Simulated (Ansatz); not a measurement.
Cartesian coordinates (Å):
```xyz
6

C     -1.0350     0.0320    -0.0041
C      0.3306     0.0048     0.0646
O      1.4854     0.0106     0.2458
H     -1.6174    -0.9085     0.1780
H     -1.5576     0.9919    -0.2543
H      2.3939    -0.1308    -0.2300
```
Charge +2, spin multiplicity 2.

All values below come from frozen-core CCSD(T)/cc-pVTZ // PBE-D3(BJ)/def2-TZVP in Ansatz (a quantum-chemistry and plane-wave program).

HF energy: -151.44180 Ha
MP2 correlation energy: -0.48108 Ha

### Question
Estimate the CCSD correlation energy, the (T) correction, the total energy and the T1 diagnostic.

### Answer

| Quantity | Value |
|---|---|
| CCSD correlation energy | -0.50028 Ha |
| (T) correction | -0.02238 Ha |
| CCSD(T) total energy | -151.96446 Ha |
| T1 diagnostic | 0.021 |
